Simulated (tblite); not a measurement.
Parent: `[O:1]=[CH:2][O:3][SiH2:4][CH:5]([SiH3:6])[SiH3:7]` with O1–C2–O3–Si4 -2°, C2–O3–Si4–C5 79°, O3–Si4–C5–Si6 -51°, C2H10O2Si3.

Computed geometry: GFN2-xTB, gas phase. One conformer each, not checked by frequencies here.

```csv
coordinate of the parent,value
O1=C2,1.196 Å
C2–O3,1.301 Å
O3–Si4,1.682 Å
Si4–C5,1.887 Å
C5–Si6,1.915 Å
C5–Si7,1.904 Å
O1–C2–O3,126.0°
C2–O3–Si4,123.7°
O3–Si4–C5,111.1°
Si4–C5–Si6,113.8°
Si4–C5–Si7,110.7°
Si6–C5–Si7,112.8°
```

Question: How does the shared frame change in `[N:1]#[C:2][C:3]([SiH3:4])([SiH3:5])[SiH2:6][O:7][CH:8]=[O:9]` with C2–C3–Si6–O7 -52°, C3–Si6–O7–C8 -63°, Si6–O7–C8–O9 2°, C3H9NO2Si3? Atoms pair as O1 = O9, C2 = C8, O3 = O7, Si4 = Si6, C5 = C3, Si6 = Si5, Si7 = Si4 (parent first).

Answer: 
| parent | relative | value in the relative | change |
| --- | --- | --- | --- |
| O1=C2 | O9=C8 | 1.197 Å | +0.001 |
| C2–O3 | C8–O7 | 1.303 Å | +0.002 |
| O3–Si4 | O7–Si6 | 1.674 Å | -0.008 |
| Si4–C5 | Si6–C3 | 1.899 Å | +0.012 |
| C5–Si6 | C3–Si5 | 1.940 Å | +0.025 |
| C5–Si7 | C3–Si4 | 1.919 Å | +0.015 |
| O1–C2–O3 | O9–C8–O7 | 125.5° | -0.5 |
| C2–O3–Si4 | C8–O7–Si6 | 124.3° | +0.6 |
| O3–Si4–C5 | O7–Si6–C3 | 111.9° | +0.8 |
| Si4–C5–Si6 | Si6–C3–Si5 | 113.9° | +0.1 |
| Si4–C5–Si7 | Si6–C3–Si4 | 109.8° | -0.9 |
| Si6–C5–Si7 | Si5–C3–Si4 | 111.8° | -1.0 |

Of the parent's bonds, C5–Si6 changes most (+0.025 Å). Bonds of the relative outside the shared frame: N1≡C2 1.148, C2–C3 1.418 Å. Point group C1 → C1.

Question: How does the shared frame change in `[CH3:1][S:2][C:3]([SiH3:4])([SiH3:5])[SiH2:6][O:7][CH:8]=[O:9]` with C1–S2–C3–Si4 47°, S2–C3–Si6–O7 -173°, C3–Si6–O7–C8 -68°, Si6–O7–C8–O9 3°, C3H12O2SSi3? Atoms pair as O1 = O9, C2 = C8, O3 = O7, Si4 = Si6, C5 = C3, Si6 = Si5, Si7 = Si4 (parent first).

Answer: 
```csv
parent,relative,value in the relative,change
O1=C2,O9=C8,1.197 Å,+0.001
C2–O3,C8–O7,1.301 Å,0.000
O3–Si4,O7–Si6,1.681 Å,-0.001
Si4–C5,Si6–C3,1.896 Å,+0.009
C5–Si6,C3–Si5,1.923 Å,+0.008
C5–Si7,C3–Si4,1.911 Å,+0.007
O1–C2–O3,O9–C8–O7,125.8°,-0.2
C2–O3–Si4,C8–O7–Si6,122.8°,-0.9
O3–Si4–C5,O7–Si6–C3,111.2°,+0.1
Si4–C5–Si6,Si6–C3–Si5,112.3°,-1.5
Si4–C5–Si7,Si6–C3–Si4,110.3°,-0.4
Si6–C5–Si7,Si5–C3–Si4,114.1°,+1.3
```

Of the parent's bonds, Si4–C5 and C5–Si6 change most and about equally (+0.008 to +0.009 Å). Bonds of the relative outside the shared frame: C1–S2 1.820, S2–C3 1.857 Å. Point group C1 → C1.

Question: How does the shared frame change in `[O:1]=[CH:2][O:3][SiH2:4][C:5]([SiH3:6])([SiH3:7])[S:8][SiH3:9]` with O1–C2–O3–Si4 0°, C2–O3–Si4–C5 179°, O3–Si4–C5–Si6 66°, Si4–C5–S8–Si9 77°, C2H12O2SSi4? Atoms pair as O1 = O1, C2 = C2, O3 = O3, Si4 = Si4, C5 = C5, Si6 = Si7, Si7 = Si6 (parent first).

Answer: 
```csv
parent,relative,value in the relative,change
O1=C2,O1=C2,1.194 Å,-0.002
C2–O3,C2–O3,1.304 Å,+0.003
O3–Si4,O3–Si4,1.678 Å,-0.004
Si4–C5,Si4–C5,1.886 Å,-0.001
C5–Si6,C5–Si7,1.909 Å,-0.006
C5–Si7,C5–Si6,1.919 Å,+0.015
O1–C2–O3,O1–C2–O3,125.1°,-0.9
C2–O3–Si4,C2–O3–Si4,118.0°,-5.7
O3–Si4–C5,O3–Si4–C5,100.6°,-10.5
Si4–C5–Si6,Si4–C5–Si7,113.6°,-0.2
Si4–C5–Si7,Si4–C5–Si6,112.0°,+1.3
Si6–C5–Si7,Si7–C5–Si6,110.9°,-1.9
```

Of the parent's bonds, C5–Si7 changes most (+0.015 Å). Bonds of the relative outside the shared frame: C5–S8 1.862, S8–Si9 2.138 Å. Point group C1 → C1.

Question: How does the shared frame change in `[NH2:1][CH2:2][C:3]([SiH3:4])([SiH3:5])[SiH2:6][O:7][CH:8]=[O:9]` with H–N1–C2–C3 -77° and 162°, N1–C2–C3–Si4 86°, C2–C3–Si6–O7 -80°, C3–Si6–O7–C8 62°, Si6–O7–C8–O9 2°, C3H13NO2Si3? Atoms pair as O1 = O9, C2 = C8, O3 = O7, Si4 = Si6, C5 = C3, Si6 = Si4, Si7 = Si5 (parent first).

Answer: 
| parent | relative | value in the relative | change |
| --- | --- | --- | --- |
| O1=C2 | O9=C8 | 1.196 Å | 0.000 |
| C2–O3 | C8–O7 | 1.300 Å | -0.001 |
| O3–Si4 | O7–Si6 | 1.685 Å | +0.003 |
| Si4–C5 | Si6–C3 | 1.889 Å | +0.002 |
| C5–Si6 | C3–Si4 | 1.905 Å | -0.010 |
| C5–Si7 | C3–Si5 | 1.921 Å | +0.017 |
| O1–C2–O3 | O9–C8–O7 | 126.1° | +0.1 |
| C2–O3–Si4 | C8–O7–Si6 | 124.3° | +0.6 |
| O3–Si4–C5 | O7–Si6–C3 | 112.1° | +1.0 |
| Si4–C5–Si6 | Si6–C3–Si4 | 109.7° | -4.1 |
| Si4–C5–Si7 | Si6–C3–Si5 | 110.8° | +0.1 |
| Si6–C5–Si7 | Si4–C3–Si5 | 111.9° | -0.9 |

Of the parent's bonds, C5–Si7 changes most (+0.017 Å). Bonds of the relative outside the shared frame: N1–C2 1.457, C2–C3 1.533 Å. Point group C1 → C1.
